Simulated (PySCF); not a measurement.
PySCF input file for BrH3OSiTe, SMILES [SiH3]O[Te]Br, PBE-D3(BJ)/def2-SVP. Geometry: PBE-D3(BJ)/def2-SVP. The structure was generated by enumeration, and PubChem lists no compound with its InChIKey, so it may never have been made. The def2 effective core potentials stand for the cores of Te; spin–orbit coupling is left out. Other conformers were not sampled.

```python
import numpy as np
from pyscf import gto, scf, dft, df
from pyscf.hessian import thermo

mol = gto.M(
    atom='''
    Te    0.23156443   -0.06731676    0.93796056
    Br   -1.63091963    0.84050456   -0.52866185
    O     1.75068311   -0.14366143   -0.38355356
    Si    1.81819858   -1.39536014   -1.53997562
    H     1.83669170   -2.74627379   -0.87614472
    H     3.09819869   -1.16603282   -2.28862746
    H     0.64570174   -1.32054814   -2.47792511
    ''',
    basis='def2-SVP',
    ecp={'Te': 'def2-svp'},
    charge=0,
    spin=0,
    max_memory=1600,
    verbose=3,
)
mf = dft.RKS(mol, xc='pbe').density_fit(auxbasis='def2-universal-jkfit')
mf.disp = 'd3bj'
mf.grids.level = 3
mf.conv_tol = 1e-11
mf.max_cycle = 100
mf.kernel()

# [left out here: the lines that compute and print the analytic Hessian (its translational invariance restored by hand, since the grid's response is missing), thermochemistry and intensities]
```

Log of the run:

```
converged SCF energy = -3207.6444464638

WARN: DFTD3 does not support analytical Hessian, using finite difference


WARN: Mole.unit (angstrom) is changed to Bohr

Mode                                 0                   1                   2
Irrep
Freq [cm^-1]                       44.5563             70.5389            139.1054
Reduced mass [au]                   3.3869              1.4946              3.7862
Force const [Dyne/A]                0.0040              0.0044              0.0432
Char temp [K]                      64.1066            101.4897            200.1417
Normal mode                   x     y     z       x     y     z       x     y     z
       0  Te                -0.00 -0.01 -0.03   -0.00 -0.01  0.01   -0.01  0.02  0.02
       1  Br                -0.03  0.03  0.03    0.03 -0.01 -0.02   -0.01  0.00 -0.00
       2   O                -0.01  0.04 -0.04   -0.02  0.05 -0.01   -0.02 -0.13  0.02
       3  Si                 0.08 -0.05  0.06   -0.06  0.03  0.00    0.07 -0.02 -0.09
       4   H                 0.34  0.01  0.17    0.38  0.05  0.04    0.31 -0.08 -0.21
       5   H                -0.02  0.08 -0.07   -0.30  0.26 -0.33   -0.01  0.22 -0.15
       6   H                -0.01 -0.31  0.15   -0.32 -0.24  0.30   -0.00 -0.11 -0.00
Mode                                 3                   4                   5
Irrep
Freq [cm^-1]                      163.5522            244.9821            482.8650
Reduced mass [au]                   5.9693             77.8622              5.7492
Force const [Dyne/A]                0.0941              2.7532              0.7898
Char temp [K]                     235.3152            352.4747            694.7353
Normal mode                   x     y     z       x     y     z       x     y     z
       0  Te                -0.01 -0.00  0.02    0.04 -0.02  0.03   -0.02  0.00  0.02
       1  Br                 0.03 -0.00 -0.00   -0.06  0.03 -0.05   -0.00  0.00 -0.00
       2   O                -0.14  0.06 -0.13   -0.01  0.01 -0.02    0.16  0.08 -0.07
       3  Si                 0.02 -0.02 -0.03    0.00 -0.00 -0.00    0.02 -0.04 -0.05
       4   H                -0.04  0.03  0.07   -0.00  0.01  0.02   -0.07  0.01  0.05
       5   H                 0.13 -0.05  0.13    0.01 -0.01  0.02   -0.03 -0.28 -0.21
       6   H                 0.16 -0.11 -0.20    0.01 -0.01 -0.02   -0.05 -0.01  0.03
Mode                                 6                   7                   8
Irrep
Freq [cm^-1]                      678.1397            689.3672            832.5963
Reduced mass [au]                   1.1916              1.2901             17.2130
Force const [Dyne/A]                0.3229              0.3612              7.0303
Char temp [K]                     975.6921            991.8459           1197.9207
Normal mode                   x     y     z       x     y     z       x     y     z
       0  Te                -0.00  0.00 -0.00   -0.00 -0.00  0.00   -0.00 -0.00  0.01
       1  Br                -0.00 -0.00  0.00   -0.00  0.00 -0.00   -0.00  0.00 -0.00
       2   O                 0.04 -0.04  0.04    0.07  0.05 -0.02    0.06 -0.13 -0.16
       3  Si                -0.03  0.03 -0.03   -0.05 -0.04  0.01   -0.01  0.07  0.07
       4   H                 0.05  0.30  0.52    0.18 -0.20 -0.35   -0.01  0.02 -0.02
       5   H                 0.06 -0.02  0.11    0.09  0.54  0.40   -0.01  0.03  0.03
       6   H                 0.17 -0.56 -0.33    0.17 -0.12 -0.26    0.02 -0.00  0.02
Mode                                 9                  10                  11
Irrep
Freq [cm^-1]                      897.2655            910.5366            939.6352
Reduced mass [au]                   1.0517              1.0515              1.0811
Force const [Dyne/A]                0.4989              0.5136              0.5624
Char temp [K]                    1290.9653           1310.0594           1351.9258
Normal mode                   x     y     z       x     y     z       x     y     z
       0  Te                 0.00 -0.00  0.00    0.00 -0.00 -0.00   -0.00  0.00  0.00
       1  Br                -0.00  0.00 -0.00   -0.00  0.00 -0.00    0.00 -0.00  0.00
       2   O                -0.00  0.00 -0.00   -0.00  0.00  0.01    0.01 -0.02 -0.03
       3  Si                 0.02 -0.02  0.02   -0.03 -0.00  0.03   -0.01 -0.03 -0.03
       4   H                -0.50  0.04  0.12    0.54  0.00 -0.00    0.17  0.25  0.54
       5   H                -0.35  0.49 -0.46   -0.16 -0.26 -0.32    0.08  0.35  0.22
       6   H                 0.21  0.03 -0.23    0.38  0.34 -0.45   -0.09  0.58  0.14
Mode                                12                  13                  14
Irrep
Freq [cm^-1]                     2159.2528           2172.9751           2191.2054
Reduced mass [au]                   1.0299              1.0445              1.0470
Force const [Dyne/A]                2.8292              2.9059              2.9619
Char temp [K]                    3106.6841           3126.4273           3152.6567
Normal mode                   x     y     z       x     y     z       x     y     z
       0  Te                 0.00 -0.00 -0.00    0.00 -0.00 -0.00   -0.00 -0.00  0.00
       1  Br                -0.00  0.00 -0.00   -0.00  0.00 -0.00    0.00 -0.00  0.00
       2   O                -0.00  0.00  0.00   -0.00  0.00  0.00    0.00 -0.00 -0.00
       3  Si                 0.00  0.03 -0.01    0.02 -0.01  0.03    0.03  0.01 -0.01
       4   H                 0.02 -0.83  0.42    0.01  0.26 -0.12    0.01 -0.10  0.05
       5   H                 0.14  0.03 -0.09    0.14  0.02 -0.07   -0.81 -0.15  0.47
       6   H                -0.21  0.02 -0.17   -0.72  0.05 -0.57   -0.14  0.02 -0.12
temperature 298.1500 [K]
pressure 101325.00 [Pa]
Rotational constants [GHz] 2.21125 1.02217 0.72548
Symmetry number 1
Zero-point energy (ZPE) 0.02874 [Eh]   75463.869 [J/mol]
                           tot       elec      trans        rot        vib
Entropy [J/mol/K]       378.122      0.000    177.836    124.106     76.180
Cv [J/mol/K]             85.963      0.000     12.472     12.472     61.020
Cp [J/mol/K]             94.278      0.000     20.786     12.472     61.020
Internal energy [J/mol]                      3718.434   3718.434  86265.434
Internal energy [Eh]   -3207.60876  -3207.64445
Enthalpy [J/mol]                             6197.391   3718.434  86265.434
Enthalpy [Eh]          -3207.60781
Gibbs free energy [J/mol]                  -46824.339 -33283.811  63552.342
Gibbs free energy [Eh] -3207.65075
mode   freq/cm-1   IR/(km/mol)
   1       44.56         0.475
   2       70.54         0.426
   3      139.11         0.942
   4      163.55         2.840
   5      244.98        17.640
   6      482.87        19.284
   7      678.14        35.393
   8      689.37        41.880
   9      832.60       332.878
  10      897.27        59.314
  11      910.54        96.966
  12      939.64       187.385
  13     2159.25        89.879
  14     2172.98        80.377
  15     2191.21       111.880
max |gradient| / (hartree/bohr): 5.528565570126169e-05
APT charges: [ 0.7186 -0.3455 -0.9357  1.3084 -0.2555 -0.2508 -0.2396]
```

Self-consistency was reached.

Cost: very roughly 2.6 core-minutes.
